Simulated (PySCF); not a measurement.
PySCF input for C3H9ClOSi, SMILES COC[Si@H](C)Cl, TDA-PBE/def2-SVPD. Geometry: B3LYP-D3(BJ)/def2-SVP. The structure was generated by enumeration; whether it is a known compound was not checked. Other conformers were not sampled.

```python
import numpy as np
from pyscf import gto, scf, dft, tdscf

mol = gto.M(
    atom='''
    C     2.84482409   -1.06225004   -0.45979750
    O     1.47393121   -0.76456559   -0.45779368
    C     0.96405491   -0.42774566    0.81235438
    Si   -0.86739180    0.00401171    0.60926828
    C    -1.71820336   -1.29393885   -0.42924864
    Cl   -1.01864612    1.85862248   -0.34206884
    H     3.45306957   -0.20121766   -0.11637552
    H     3.13508819   -1.31022822   -1.49121938
    H     3.07933419   -1.92721077    0.19390618
    H     1.51409051    0.42512847    1.26362699
    H     1.06355568   -1.27519102    1.52825533
    H    -1.47875382    0.15155196    1.95989394
    H    -2.75330272   -1.00956009   -0.67114960
    H    -1.15409888   -1.42788201   -1.36469755
    H    -1.73401686   -2.25800469    0.10567415
    ''',
    basis='def2-SVPD',
    charge=0,
    spin=0,
    max_memory=1600,
    verbose=4,
)
mf = dft.RKS(mol, xc='pbe').density_fit(auxbasis='def2-universal-jkfit')
mf.grids.level = 3
mf.conv_tol = 1e-9
mf.max_cycle = 100
mf.kernel()
mf.grids = dft.Grids(mol).set(level=1).build(with_non0tab=True)  # coarser grid for the response kernel
td = tdscf.TDA(mf)
td.singlet = True
td.nstates = 6
td.conv_tol = 1e-4
td.positive_eig_threshold = 1e-6
td.kernel(x0=td.get_init_guess(mf, 11))
td.analyze()
tt = tdscf.TDA(mf)
tt.singlet = False
tt.nstates = 2
tt.conv_tol = 1e-4
tt.positive_eig_threshold = 1e-6
tt.kernel(x0=tt.get_init_guess(mf, 7))
tt.analyze(verbose=3)
```

Output:

```
PySCF version 2.14.0

[INPUT] verbose = 4
[INPUT] num. atoms = 15
[INPUT] num. electrons = 66
[INPUT] charge = 0
[INPUT] spin (= nelec alpha-beta = 2S) = 0
[INPUT] symmetry False subgroup None
[INPUT] Mole.unit = angstrom
[INPUT] Symbol           X                Y                Z      unit          X                Y                Z       unit  Magmom
[INPUT]  1 C      2.844824090000  -1.062250040000  -0.459797500000 AA    5.375938402665  -2.007361651408  -0.868891347760 Bohr   0.0
[INPUT]  2 O      1.473931210000  -0.764565590000  -0.457793680000 AA    2.785326313349  -1.444819569367  -0.865104676757 Bohr   0.0
[INPUT]  3 C      0.964054910000  -0.427745660000   0.812354380000 AA    1.821799748942  -0.808322148371   1.535127294291 Bohr   0.0
[INPUT]  4 Si    -0.867391800000   0.004011710000   0.609268280000 AA   -1.639132944694   0.007581033191   1.151350185585 Bohr   0.0
[INPUT]  5 C     -1.718203360000  -1.293938850000  -0.429248640000 AA   -3.246933776707  -2.445190048435  -0.811162368942 Bohr   0.0
[INPUT]  6 Cl    -1.018646120000   1.858622480000  -0.342068840000 AA   -1.924962184651   3.512287456160  -0.646416423348 Bohr   0.0
[INPUT]  7 H      3.453069570000  -0.201217660000  -0.116375520000 AA    6.525355776370  -0.380246268826  -0.219917860404 Bohr   0.0
[INPUT]  8 H      3.135088190000  -1.310228220000  -1.491219380000 AA    5.924458055458  -2.475972496476  -2.817996219844 Bohr   0.0
[INPUT]  9 H      3.079334190000  -1.927210770000   0.193906180000 AA    5.819098265109  -3.641900539612   0.366429574061 Bohr   0.0
[INPUT] 10 H      1.514090510000   0.425128470000   1.263626990000 AA    2.861216391703   0.803376376055   2.387908934709 Bohr   0.0
[INPUT] 11 H      1.063555680000  -1.275191020000   1.528255330000 AA    2.009828953426  -2.409761784305   2.887984022107 Bohr   0.0
[INPUT] 12 H     -1.478753820000   0.151551960000   1.959893940000 AA   -2.794439725454   0.286391698041   3.703662779795 Bohr   0.0
[INPUT] 13 H     -2.753302720000  -1.009560090000  -0.671149600000 AA   -5.202988078820  -1.907792076391  -1.268288932611 Bohr   0.0
[INPUT] 14 H     -1.154098880000  -1.427882010000  -1.364697550000 AA   -2.180930803867  -2.698305937093  -2.578904612365 Bohr   0.0
[INPUT] 15 H     -1.734016860000  -2.258004690000   0.105674150000 AA   -3.276816960778  -4.267010452083   0.199695201946 Bohr   0.0

nuclear repulsion = 373.671952113961
number of shells = 90
number of NR pGTOs = 300
number of NR cGTOs = 206
basis = def2-SVPD
ecp = {}


[settings echo left out]
init E= -943.904967469416
  HOMO = -0.325751260971121  LUMO = -0.0520577164398199  gap/eV = 7.44758
cycle= 1 E= -943.630848292618  delta_E= 0.274  |g|=  0.7  |ddm|=    5
  HOMO = -0.0875036547562256  LUMO = 0.0033736316936217  gap/eV = 2.47290
cycle= 2 E= -943.29708756222  delta_E= 0.334  |g|= 1.41  |ddm|= 2.32
  HOMO = -0.243074028624107  LUMO = -0.0102940651981061  gap/eV = 6.33427
cycle= 3 E= -943.737940788919  delta_E= -0.441  |g|= 0.216  |ddm|= 1.73
  HOMO = -0.225953636292954  LUMO = -0.0130225685716701  gap/eV = 5.79415
cycle= 4 E= -943.747394778565  delta_E= -0.00945  |g|= 0.0626  |ddm|= 0.268
  HOMO = -0.227237846292199  LUMO = -0.0135102716209792  gap/eV = 5.81582
cycle= 5 E= -943.748226638982  delta_E= -0.000832  |g|= 0.0171  |ddm|= 0.0879
  HOMO = -0.227360978285609  LUMO = -0.0128813457098671  gap/eV = 5.83629
cycle= 6 E= -943.748310183854  delta_E= -8.35e-05  |g|= 0.00437  |ddm|= 0.0326
  HOMO = -0.227460365220505  LUMO = -0.0129616322387722  gap/eV = 5.83681
cycle= 7 E= -943.748315310656  delta_E= -5.13e-06  |g|= 0.000997  |ddm|= 0.00786
  HOMO = -0.227469481088712  LUMO = -0.0129988517778128  gap/eV = 5.83604
cycle= 8 E= -943.748315592087  delta_E= -2.81e-07  |g|= 0.000282  |ddm|= 0.00196
  HOMO = -0.227484567710784  LUMO = -0.0129821062925286  gap/eV = 5.83691
cycle= 9 E= -943.748315616114  delta_E= -2.4e-08  |g|= 5.18e-05  |ddm|= 0.000573
  HOMO = -0.227486545910851  LUMO = -0.0129856040418814  gap/eV = 5.83687
cycle= 10 E= -943.748315616838  delta_E= -7.24e-10  |g|= 1.67e-05  |ddm|= 0.000106
  HOMO = -0.227487927208013  LUMO = -0.0129849286651296  gap/eV = 5.83692
Extra cycle  E= -943.748315616751  delta_E= 8.69e-11  |g|= 2.52e-05  |ddm|= 5.49e-05
converged SCF energy = -943.748315616751
tot grids = 55696
Overwritten attributes  positive_eig_threshold  of <class 'pyscf.tdscf.rks.TDA'>


******** <class 'pyscf.tdscf.rks.TDA'> for <class 'pyscf.df.df_jk.DFRKS'> ********
nstates = 6 singlet
deg_eia_thresh = 1.000e-03
wfnsym = None
conv_tol = 0.0001
eigh lindep = 1e-12
eigh level_shift = 0
eigh max_cycle = 100


Excitation energies (eV)
[5.88658255 6.00991137 6.37316615 6.65521437 6.79252832 6.87089063]

** Singlet excitation energies and oscillator strengths **
Excited State   1:      5.88658 eV    210.62 nm  f=0.0037
      33 -> 34        0.70049
Excited State   2:      6.00991 eV    206.30 nm  f=0.0117
      33 -> 35        0.70051
Excited State   3:      6.37317 eV    194.54 nm  f=0.0214
      33 -> 36        0.70356
Excited State   4:      6.65521 eV    186.30 nm  f=0.0026
      33 -> 37        0.70571
Excited State   5:      6.79253 eV    182.53 nm  f=0.0179
      32 -> 34        0.69399
Excited State   6:      6.87089 eV    180.45 nm  f=0.0141
      32 -> 34        0.10084
      32 -> 35       -0.69408

** Transition electric dipole moments (AU) **
state          X           Y           Z        Dip. S.      Osc.
  1         0.1353     -0.0691      0.0500      0.0256      0.0037
  2        -0.1252     -0.2288      0.1054      0.0791      0.0117
  3         0.0218     -0.3655      0.0559      0.1372      0.0214
  4        -0.0029      0.1261      0.0115      0.0160      0.0026
  5         0.3251      0.0188      0.0414      0.1078      0.0179
  6        -0.2196     -0.0200     -0.1868      0.0835      0.0141

** Transition velocity dipole moments (imaginary part, AU) **
state          X           Y           Z        Dip. S.      Osc.
  1         0.0187      0.0051     -0.0004      0.0004      0.0012
  2        -0.0125     -0.0238      0.0130      0.0009      0.0027
  3        -0.0024     -0.0817      0.0133      0.0069      0.0195
  4        -0.0008      0.0324     -0.0022      0.0011      0.0029
  5         0.0835      0.0139     -0.0031      0.0072      0.0192
  6        -0.0294      0.0010     -0.0272      0.0016      0.0042

** Transition magnetic dipole moments (imaginary part, AU) **
state          X           Y           Z
  1        -0.1657     -0.2331     -0.0378
  2        -0.3475      0.2838      0.3789
  3        -0.0418     -0.0680      0.4705
  4        -0.0778     -0.1080     -0.2604
  5        -0.0787      0.0261      0.6198
  6        -0.0239      0.1684      0.1329


******** <class 'pyscf.tdscf.rks.TDA'> for <class 'pyscf.df.df_jk.DFRKS'> ********
nstates = 2 triplet
deg_eia_thresh = 1.000e-03
wfnsym = None
conv_tol = 0.0001
eigh lindep = 1e-12
eigh level_shift = 0
eigh max_cycle = 100


Excitation energies (eV)
[5.77323887 5.89389369]

** Triplet excitation energies and oscillator strengths **
Excited State   1:      5.77324 eV    214.76 nm  f=0.0000
Excited State   2:      5.89389 eV    210.36 nm  f=0.0000
```

The run converged.

Cost: around 90 core-seconds (rough).
